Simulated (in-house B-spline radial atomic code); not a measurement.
Spin-orbit splittings of orbital energies (j = l + 1/2 less j = l - 1/2) and ratios of mean radii (lower j over upper j) along the 14-electron series, configuration [Ne] 3s2 3p2. Computed with a radial B-spline atomic code at the basis-set limit: Dirac-Hartree-Fock, average of the configuration, finite nuclei.

| ion | Z | splitting of 2p (eV) | radius ratio of 2p | splitting of 3p (eV) | radius ratio of 3p |
| --- | --- | --- | --- | --- | --- |
| Mo28+ | 42 | 110.17 | 0.96769 | 25.579 | 0.9822 |
| Tc29+ | 43 | 122.28 | 0.96608 | 28.599 | 0.9813 |
| Ru30+ | 44 | 135.38 | 0.96443 | 31.886 | 0.98038 |
| Rh31+ | 45 | 149.55 | 0.96274 | 35.454 | 0.97944 |
| Pd32+ | 46 | ? | ? | ? | ? |
| Ag33+ | 47 | 181.3 | 0.95922 | 43.507 | 0.97746 |
| Cd34+ | 48 | 199.03 | 0.95739 | 48.028 | 0.97644 |
| In35+ | 49 | 218.07 | 0.95551 | 52.903 | 0.97539 |
| Sn36+ | 50 | 238.5 | 0.95359 | 58.154 | 0.97431 |
| Sb37+ | 51 | 260.4 | 0.95163 | 63.8 | 0.9732 |
| Te38+ | 52 | 283.85 | 0.94961 | 69.864 | 0.97207 |
| I39+ | 53 | 308.91 | 0.94755 | 76.368 | 0.9709 |
| Xe40+ | 54 | ? | ? | ? | ? |
| Cs41+ | 55 | 364.25 | 0.94328 | 90.79 | 0.96849 |
| Ba42+ | 56 | 394.69 | 0.94107 | 98.758 | 0.96724 |
| La43+ | 57 | 427.11 | 0.93882 | 107.27 | 0.96596 |
| Ce44+ | 58 | 461.61 | 0.93651 | 116.34 | 0.96465 |
| Pr45+ | 59 | ? | ? | ? | ? |
| Nd46+ | 60 | 537.23 | 0.93174 | 136.31 | 0.96194 |

(1) Fill in the row of Pd32+.

(2) Fill in the row of Xe40+.

(3) Fill in the row of Pr45+.

(4) With what power of Z does the column «splitting of 3p (eV)» change over this range?

Results:

(1) splitting of 2p (eV): 164.83; radius ratio of 2p: 0.961; splitting of 3p (eV): 39.322; radius ratio of 3p: 0.97846.

(2) splitting of 2p (eV): 335.68; radius ratio of 2p: 0.94544; splitting of 3p (eV): 83.335; radius ratio of 3p: 0.96971.

(3) splitting of 2p (eV): 498.28; radius ratio of 2p: 0.93415; splitting of 3p (eV): 126.01; radius ratio of 3p: 0.96331.

(4) A fit of the logarithm of its size against log Z from Z = 42 to 60 has slope 4.69. An unscreened hydrogenic electron would give 4 at low Z; screening makes the apparent power larger near the neutral end, and relativity raises it again at high Z.
